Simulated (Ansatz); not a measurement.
`[CH3][In]([Cl])[Br]` + HCl → `[CH3][In]([Cl])[Cl]` + HBr  (ligand exchange at the In–Br bond)

Program: Ansatz. Geometries: PBE0-D4/def2-TZVP. ΔE: electronic, gas phase. CCSD(T)/CBS adds triple-zeta CCSD(T) − MP2 to the extrapolated MP2 energy (def2 sets, frozen cores). This one scheme is used for every species. Functionals use def2-TZVPP. HSE06 is defined as in plane-wave codes. Elements past krypton have def2 core potentials. For Br, In outer-core shells are correlated without core-valence functions, which leaves a few kJ/mol of doubt a bond. Scalar relativity is left out up to krypton.

```
             level  ΔE (eV)
       LDA (SPW92)     0.17
        r2SCANh-D4     0.19
          HSE06-D4     0.20
           ωB97X-V     0.17
     HF/def2-TZVPP     0.20
    MP2/def2-TZVPP     0.20
     HF/def2-QZVPP     0.20
SCS-MP2/def2-QZVPP     0.20
```

(1) What does CCSD(T)/CBS give? (Best estimate.)

Largest T1 diagnostic among the species: 0.012.

## Answers

(1) Computed: +0.21 eV. The listed levels differ from it by -0.04, -0.02, -0.01, -0.04, -0.01, -0.01, -0.01, -0.01 eV.

At CCSD(T), def2-SVP lies −0.05 eV from the extrapolated value and def2-TZVPP −0.02 eV. Leaving LDA and LC-ωPBE aside and taking each functional with its dispersion term where it has one, the values, not all of them listed here, spread over 0.07 eV, from B97M-V to PBE-QIDH.
